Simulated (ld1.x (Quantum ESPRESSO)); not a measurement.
## Pb (Z = 82), ultrasoft: configuration errors across variants

lead (Pb), ultrasoft, made with ld1.x (Quantum ESPRESSO) 7.5 (PBE, scalar-relativistic). Core [Xe] 4f14, reference 5d10 6s2 6p2. Waves: 6s (bound): rcut 1.40, rcutus 1.90 bohr; 6s channel at 4.25 Ry: rcut 1.40, rcutus 1.90 bohr; 6p (bound): rcut 2.00, rcutus 2.15 bohr; 6p channel at 5.05 Ry: rcut 2.00, rcutus 2.15 bohr; 5d (bound): rcut 1.30, rcutus 1.50 bohr; 5d channel at 2.6 Ry: rcut 1.30, rcutus 1.50 bohr. Local part: all-electron potential smoothed inside 1.70 bohr (lloc = -1). Core correction: none. Augmentation charge: PSQ, inside the norm-conserving radii.

All-electron excitation energies from the reference (eV): (1) 5d10 6s2 6p1 6.575; (2) 5d10 6s2 6p0 20.020; (3) 5d10 6s1 6p0 52.430; (4) 5d10 6s1 6p3 8.736; (5) 5d10 6s2 6p1.5 2.492; (6) 5d10 6s0 6p0 95.133; (7) 5d9 6s2 6p3 19.325.

The overlap operator is not positive definite (basis up to 400 Ry) in “waves 6s (bound): rcut 1.40, rcutus 2.80 bohr; 6s channel at 4.25 Ry: rcut 1.40, rcutus 2.80 bohr”. Such files are unfit for use, however small their errors in these radial tests.

4 further variants failed, have other tests or too few solved ones, and are left out.

A true bound ghost makes a file unfit for plane-wave use even where its test errors are small: the radial tests pick states by their node count and pass the ghost by.

Errors AE − PS in meV (a dash: test not solved or not reliable):

| change | (1) | (2) | (3) | (4) | (5) | (6) | (7) | bound ghosts |
| --- | --- | --- | --- | --- | --- | --- | --- | --- |
| base | -1.3 | +1.1 | +12 | +5.4 | -0.7 | +89 | +32 | s |
| type PAW; local potential all-electron potential smoothed inside 1.30 bohr (lloc = -2); core correction a·sin(br)/r model core, default radius (ld1.x builds one for every PAW set, though the input has nlcc=.false.) | -1.0 | -2.0 | -5.2 | -1.1 | -0.4 | -6.0 | -54 | s |
| waves 6s (bound): rcut 1.40, rcutus 2.80 bohr; 6s channel at 4.25 Ry: rcut 1.40, rcutus 2.80 bohr | -1.2 | +2.0 | +16 | +5.3 | -0.7 | +94 | +34 | not determined (overlap not positive) |
| augmentation PSQ, radius 1.20 bohr | +14 | +187 | +319 | +48 | +1.4 | +674 | +54 | s |
| wave 6s channel at 4.25 Ry: rcut 1.40, rcutus 1.90 bohr becomes 6s channel at 0.82 Ry: rcut 1.40, rcutus 1.90 bohr | -1.4 | +1.1 | +12 | +5.3 | -0.7 | +89 | +33 | s |
| local potential all-electron potential smoothed inside 1.30 bohr (lloc = -2) | -1.3 | +1.1 | +12 | +5.4 | -0.7 | +89 | +33 | s |

(1) Give the same row for: local potential all-electron potential smoothed inside 0.96 bohr (lloc = -1).

Results:

(1) -1.4, +1.3, +13, +5.2, -0.7, +89, +23; bound ghosts: s, p.
